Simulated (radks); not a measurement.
Li I, configuration [He] 2p1 (not the ground configuration). Calculated with a radial shooting solver on a logarithmic mesh with Libxc functionals: non-relativistic Kohn-Sham, LDA (Slater exchange, Perdew-Wang correlation), spin-polarised, spherical densities, point nucleus; open shells are filled with parallel spins first. Some entries of the table are withheld. Estimate them.

orbital,occ.,eigenvalue (eV),<r^2> (bohr^2)
1s up,1,(1),(2)
1s down,1,(3),(4)
2p up,1,-1.7608,(5)
2p down,0,-0.9259,(6)

Answer. 
(1) 1s up eigenvalue (eV): -52.3414
(2) 1s up <r^2> (bohr^2): 0.4754
(3) 1s down eigenvalue (eV): -52.2614
(4) 1s down <r^2> (bohr^2): 0.4716
(5) 2p up <r^2> (bohr^2): 26.88
(6) 2p down <r^2> (bohr^2): 40.63
